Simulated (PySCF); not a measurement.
PySCF input:

```python
from pyscf import gto, scf, mp, cc as ccmod

mol = gto.M(
    atom='''
    S    -1.27126078   -0.27002223   -0.00852405
    S     0.62485943   -0.25329308    0.00830410
    O     1.29280268    1.04663060    0.00043989
    ''',
    basis='cc-pvdz',
    charge=0,
    spin=0,
    verbose=4,
)

mf = scf.RHF(mol)
mf.conv_tol = 1e-10
mf.max_cycle = 100
mf.kernel()
mp2 = mp.MP2(mf, frozen=11).run()
cc = ccmod.CCSD(mf, frozen=11)
cc.max_cycle = 100
cc.kernel()
et = cc.ccsd_t()
print(f'E(CCSD(T)) = {cc.e_tot + et:.9f}')
```

Task: What final total energy does it print?

Result: -870.34502 Eh (CCSD(T)/cc-pVDZ).
